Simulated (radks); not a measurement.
Values are calculated unless marked as measured or tabulated.
Ce II, configuration [Xe] 4f(up 0.5, down 0.5) 5d(up 1.5, down 0.5) (fractional occupations, a model configuration). Code: a radial shooting solver on a logarithmic mesh with Libxc functionals. Model: non-relativistic Kohn-Sham, SCAN, spin-polarised, spherical densities, point nucleus; meta-GGA in the generalised Kohn-Sham scheme; relativity is left out, which matters for an element this heavy.

Normalised radial functions P(r) = r R(r), r in bohr:

r,5d up
0.001003,0.0000
0.001348,0.0000
0.001812,0.0000
0.002436,0.0000
0.003276,0.0000
0.004404,0.0001
0.005921,0.0002
0.007961,0.0004
0.0107,0.0008
0.01439,0.0019
0.01935,0.0042
0.02601,0.0091
0.03497,0.0187
0.04702,0.0365
0.06321,0.0663
0.08499,0.1090
0.1143,0.1570
0.1536,0.1862
0.2065,0.1572
0.2777,0.0409
0.3734,-0.1389
0.502,-0.2777
0.6749,-0.2472
0.9074,-0.0123
1.22,0.3175
1.64,0.5753
2.205,0.6463
2.965,0.5546
3.986,0.3714
5.359,0.1884
7.205,0.0658
9.687,0.0141

5d up: eigenvalue -7.561 eV, 2 radial nodes at r = 0.299, 0.918 bohr, <r> = 2.75 bohr, 90 % of the charge inside 4.29 bohr.
